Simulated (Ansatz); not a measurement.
Cartesian coordinates in Å:
```
O 0.701 1.416 1.645
C 0.165 0.611 0.964
Ge 0.594 -1.065 -0.065
C -0.673 0.533 -0.215
Cl -0.939 1.891 -1.283
H 1.927 -1.008 -0.816
H -0.175 -2.380 -0.241
H -1.600 0.002 0.012
```

The species carries charge 0 and has multiplicity 1.

Question: List the PBE0/def2-TZVPP orbital energies in eV (Ansatz). (Estimate.)

Answer: Ansatz gave: Occupied: -10860.81, -2767.74, -1359.07, -1208.91, -1208.87, -1208.86, -523.53, -281.52, -280.53, -259.54, -197.90, -197.66, -197.65, -171.78, -121.63, -121.53, -121.52, -34.43, -34.42, -34.39, -34.32, -34.31, -30.37, -24.55, -21.51, -15.93, -15.24, -13.68, -13.32, -12.50, -11.38, -10.52, -10.30, -9.14, -7.88, -6.84. Lowest empty: -2.00, -0.74, 0.19, 0.83, 1.24, 2.03, 2.69, 3.59.
